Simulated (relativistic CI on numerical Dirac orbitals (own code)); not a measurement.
# Spin-allowed bands of a d8 ion in an octahedral site, by hand

Problem. Take Δ = 8320 cm⁻¹ and B = 640 cm⁻¹ for a d8 ion in an octahedral site. Calculate the three spin-allowed bands.

Working.
1. The terms of highest spin are 3F (energy 0) and 3P (15B = 9600 cm⁻¹). Here the F term splits into A2 at −1.2Δ = -9984, T2 at −0.2Δ = -1664 and T1 at +0.6Δ = 4992 cm⁻¹.
2. The two T1 states mix through the element 0.4Δ: H = [[4992, 3328], [3328, 9600]], with roots ½(H₁₁ + H₂₂) ∓ ½√[(H₂₂ − H₁₁)² + 4H₁₂²] = ½(14592) ∓ ½(8095) = 3248 and 11344 cm⁻¹.
3. The ground term is 3A2 at -9984 cm⁻¹.
4. Bands: 3T2 8320 cm⁻¹ (1202 nm), 3T1(F) 13232 cm⁻¹ (756 nm), 3T1(P) 21328 cm⁻¹ (469 nm).

Check. Exact diagonalisation of the whole d8 shell with these parameters gives 3T2 8320, 3T1 13232, 3T1 21328 cm⁻¹. The match is exact, since without spin-orbit coupling no other term has this spin. The ratio of the second band to the first, 1.590, depends on Δ/B = 13.0 alone, which is how a Tanabe-Sugano diagram is read.
